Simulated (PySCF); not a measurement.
Two-component Hartree-Fock for Zn (zinc, neutral)

Start: [Ar] 3d10 4s2. Calculated with PySCF 2.14 in x2c-SVPall-2c with one added diffuse shell each of s, d type (6s5p4d1f, 48 functions): generalised Hartree-Fock with the X2C-1e Hamiltonian and a Gaussian nucleus; one run each with spin-orbit coupling (SO) switched off, then screened by Boettger's factors.

```json
{"spinor shell": "1s1/2", "electrons": "2", "ε, spin-free (eV)": "-9727.0", "ε, screened SO (eV)": "-9726.9", "weight of nominal j (screened SO)": "1.000", "rms radius, screened SO (bohr)": "0.0581"}
{"spinor shell": "2s1/2", "electrons": "2", "ε, spin-free (eV)": "-1233.1", "ε, screened SO (eV)": "-1233.1", "weight of nominal j (screened SO)": "1.000", "rms radius, screened SO (bohr)": "0.245"}
{"spinor shell": "2p1/2", "electrons": "2", "ε, spin-free (eV)": "-1065.0", "ε, screened SO (eV)": "-1081.4", "weight of nominal j (screened SO)": "1.000", "rms radius, screened SO (bohr)": "0.217"}
{"spinor shell": "2p3/2", "electrons": "4", "ε, spin-free (eV)": "-1065.0", "ε, screened SO (eV)": "-1057.0", "weight of nominal j (screened SO)": "1.000", "rms radius, screened SO (bohr)": "0.220"}
{"spinor shell": "3s1/2", "electrons": "2", "ε, spin-free (eV)": "-157.87", "ε, screened SO (eV)": "-157.87", "weight of nominal j (screened SO)": "1.000", "rms radius, screened SO (bohr)": "0.732"}
{"spinor shell": "3p1/2", "electrons": "2", "ε, spin-free (eV)": "-105.62", "ε, screened SO (eV)": "-107.85", "weight of nominal j (screened SO)": "1.000", "rms radius, screened SO (bohr)": "0.773"}
{"spinor shell": "3p3/2", "electrons": "4", "ε, spin-free (eV)": "-105.62", "ε, screened SO (eV)": "-104.53", "weight of nominal j (screened SO)": "1.000", "rms radius, screened SO (bohr)": "0.781"}
{"spinor shell": "3d3/2", "electrons": "4", "ε, spin-free (eV)": "-20.828", "ε, screened SO (eV)": "-21.077", "weight of nominal j (screened SO)": "1.000", "rms radius, screened SO (bohr)": "1.01"}
{"spinor shell": "3d5/2", "electrons": "6", "ε, spin-free (eV)": "-20.828", "ε, screened SO (eV)": "-20.663", "weight of nominal j (screened SO)": "1.000", "rms radius, screened SO (bohr)": "1.02"}
{"spinor shell": "4s1/2", "electrons": "2", "ε, spin-free (eV)": "-8.122", "ε, screened SO (eV)": "-8.122", "weight of nominal j (screened SO)": "1.000", "rms radius, screened SO (bohr)": "3.09"}
```

```json
{"quantity": "E (hartree)", "spin-free": "-1793.94961", "screened SO": "-1793.98931"}
{"quantity": "M_J", "spin-free": "0", "screened SO": "0"}
{"quantity": "⟨J²⟩", "spin-free": "0.000", "screened SO": "0.000"}
{"quantity": "⟨L²⟩", "spin-free": "0.000", "screened SO": "0.001"}
{"quantity": "⟨S²⟩", "spin-free": "0.000", "screened SO": "0.001"}
```

Without spin-orbit coupling the j labels of p, d and f shells carry no meaning; the spin-free column gives the mean over the occupied spinors of each nl shell.
